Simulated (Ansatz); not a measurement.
Basis sets compared for SiF2Cl2 (SiCl2F2). Charge 0, multiplicity 1. Geometry PBE0-D4/def2-SVP. Ansatz on 4 threads of Arm Neoverse V2 on a shared host; times are rough, and most runs start from earlier orbitals.

| atom | x (Å) | y (Å) | z (Å) |
| --- | --- | --- | --- |
| Si1 | 0.0212 | -0.0216 | 0.0694 |
| F2 | 1.4595 | -0.5774 | 0.4849 |
| F3 | -0.8874 | -0.0039 | 1.3825 |
| Cl4 | -0.8033 | -1.2557 | -1.2981 |
| Cl5 | 0.2100 | 1.8587 | -0.6387 |

Binding counts from free atoms (Si triplet, F doublet, Cl doublet) in the same basis, without a counterpoise term.

```
                          level  functions  energy (Eh)  HOMO (eV)  LUMO (eV)  binding per atom (eV)  wall time
                      HF/STO-3G         37   -1390.9938     -11.49       7.07                   2.56      0.1 s
                       HF/6-31G         57   -1406.7884     -14.01       2.43                   1.92      0.2 s
                PBE-D4/def2-SVP         82   -1408.5556      -8.28      -0.83                   4.12     0.55 s
               PBE-D4/def2-TZVP        173   -1409.2476      -8.49      -1.21                   4.19      1.1 s
            r2SCAN-D4/def2-TZVP        173   -1409.7946      -8.89      -0.74                   4.16      2.5 s
               PBE0-D4/def2-SVP         82   -1408.6591      -9.86       0.19                   3.98     0.71 s
PBE0-D4/def2-TZVP (with forces)        173   -1409.3466      -9.97      -0.15                   4.08        2 s
```

Problem. Estimate the rows for PBE-D4/def2-TZVPD, r2SCAN-D4/def2-TZVPD, PBE0-D4/def2-TZVPD.

Solution. 
| level | functions | energy (Eh) | HOMO (eV) | LUMO (eV) | binding per atom (eV) | wall time |
| --- | --- | --- | --- | --- | --- | --- |
| PBE-D4/def2-TZVPD | 215 | -1409.2502 | -8.55 | -1.52 | 4.18 | 1.7 s |
| r2SCAN-D4/def2-TZVPD | 215 | -1409.7964 | -8.91 | -0.97 | 4.16 | 3.8 s |
| PBE0-D4/def2-TZVPD | 215 | -1409.3485 | -10.00 | -0.63 | 4.08 | 2.8 s |
